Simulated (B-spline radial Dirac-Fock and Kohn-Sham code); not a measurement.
The Kα2 (K-L2) line from Ne to Sc

These are calculated numbers from an atomic code on a B-spline grid; the model is relaxed Dirac-Fock hole states (ΔSCF) with Breit and QED corrections and a finite nucleus. Free neutral atoms. The model has no electron correlation.

```
 Z  element  energy (eV)  wavelength (Å)
10       Ne        849.5          14.596
12       Mg       1254.3          9.8849
13       Al       1487.1          8.3372
14       Si       1740.2          7.1245
16        S       2307.0          5.3744
17       Cl       2621.1          4.7302
18       Ar       2955.5          4.1950
19        K       3310.9          3.7447
20       Ca       3687.0          3.3627
21       Sc       4085.0          3.0351
```

Q: How well does Moseley's law, √E linear in Z, describe these energies?

A: A straight-line fit gives √(E/eV) = 3.1612·(Z − 0.80). The slope squared is 0.7345 Ry, against 0.7500 Ry for a hydrogen-like ion. The residuals, fit less computed, are Ne -3.0, Mg 0.0, Al +1.1, Si +1.9, S +2.9, Cl +2.6, Ar +2.0, K +0.5, Ca -1.9, Sc -6.0 eV.
